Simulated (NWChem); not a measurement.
# tellurium hexafluoride (TeF₆); SMILES F[Te](F)(F)(F)(F)F

```xyz
7

F     -0.0849     0.9171     1.6341
Te     0.0000     0.0000     0.0000
F      1.4693    -0.9827     0.6278
F     -1.4693     0.9827    -0.6278
F     -1.1630    -1.3084     0.6739
F      1.1630     1.3084    -0.6739
F      0.0849    -0.9171    -1.6341
```
Atoms are numbered in this order, from 1.

All runs: NWChem. Geometry: optimised at PBE0/def2-SVP (def2 core potentials past Kr). No frequency run checked for a minimum.

### Question
Predict the results for B3LYP/3-21G, non-relativistic. Quantities: highest occupied level (eV); orbital gap (eV).

### Answer
```json
{
  "highest occupied level (eV)": "-11.40",
  "orbital gap (eV)": "7.28"
}
```
